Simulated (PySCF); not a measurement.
Input for PySCF: R-MP2/6-31G* on CH6GeO2 (SMILES C[O][GeH2][OH]), a point of a torsion scan.

```python
from pyscf import gto, scf, dft, mp
from pyscf.data.elements import chemcore

mol = gto.M(
    atom='''
    C     1.47424148   -0.09356011   -0.15988613
    O     0.38788717    0.79383856   -0.01447962
    Ge   -1.29436849    0.38224580    0.30838379
    O    -2.02280695    1.93984699    0.35326977
    H     2.35928159    0.51564815   -0.34925086
    H     1.63389996   -0.68223641    0.74552994
    H     1.32435715   -0.77514041   -0.99948813
    H    -1.88719719   -0.42283735   -0.81930471
    H    -1.44639340   -0.28773278    1.64965883
    H    -1.40641037    2.65597603    0.20307639
    ''',
    basis='6-31g*',
    cart=True,
    charge=0, spin=0, verbose=3, max_memory=1800)
mf = scf.RHF(mol)
mf.conv_tol = 1e-8
mf.max_cycle = 100
mf.kernel()
if not mf.converged:
    mf = mf.newton().run(mf.mo_coeff, mf.mo_occ)
pt = mp.MP2(mf, frozen=chemcore(mol)).run()
```

It printed:

```
converged SCF energy = -2266.17374813364
E(RMP2) = -2266.91595061092  E_corr = -0.742202477275721
E(SCS-RMP2) = -2266.88462589262  E_corr = -0.710877758974153
```

Self-consistency was reached.

Cost: roughly 3 core-seconds.
